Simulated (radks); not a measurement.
The numbers below are computed, except where a source is named.
Valence configurations of Xe2+ (all share [Kr]). Level of theory: Dirac Kohn-Sham, PBE, spin-unpolarised, spherical densities, point nucleus; open shells fill j = l - 1/2 first (a radial shooting solver on a logarithmic mesh with Libxc functionals). Energies are relative to 4d10 5s2 5p4; eigenvalues in eV.

valence           E (eV)  e(4d3/2)  e(4d5/2)  e(5p1/2)  e(5p3/2)  e(5s1/2)
4d10 5s2 5p4       0.000   -81.551   -79.560   -27.576   -26.042   -39.143
4d9 5s2 5p5       56.292   -88.919   -86.852   -29.474   -27.781   -41.625
4d10 5s1 5p5      13.177   -82.955   -80.959   -28.256   -26.688   -39.940
4d10 5s1.5 5p4.5   6.569   -82.258   -80.263   -27.919   -26.368   -39.545
4d9.5 5s2 5p4.5   27.452   -85.239   -83.210   -28.533   -26.919   -40.395
4d8 5s2 5p6       118.15   -96.256   -94.113   -31.315   -29.462   -44.023
4d10 5p6          26.502   -84.326   -82.325   -28.913   -27.312         -

NIST lists [Kr] 4d10 5s2 5p4 as the ground configuration; this level of theory agrees among the configurations tried. The energies are those of spherical spin-averaged densities, not of single terms.
